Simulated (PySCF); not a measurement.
Gas-phase reaction: WCl6 + 2 O3 = WO2Cl2 + 4 ClO

Computed with PySCF (xtb for GFN2) and rigid-rotor harmonic-oscillator thermochemistry at 1 bar. † marks an energy on the PBE0/def2-TZVP geometry and frequencies; other levels use their own. Open shells (unrestricted): ClO (multiplicity 2); the rest are closed-shell singlets. GFN2 has no spin-polarisation term. Spin-orbit splitting is ignored; it lowers the true energy and changes the entropy of ClO. W: scalar-relativistic def2 core potential, no spin-orbit coupling. Strong static correlation: O3.

| level | ΔH°(298 K), kJ |
|---|---|
| GFN2-xTB | 509 |
| PBE0/def2-SVP† | 59 |
| PBE0/def2-TZVP | ? |
| r2SCAN/def2-TZVP† | ? |
| ωB97M-V/def2-TZVP† | -94 |

Some entries are withheld; supply them.


- PBE0/def2-TZVP, ΔH°(298 K), kJ: -75
- r2SCAN/def2-TZVP†, ΔH°(298 K), kJ: -17
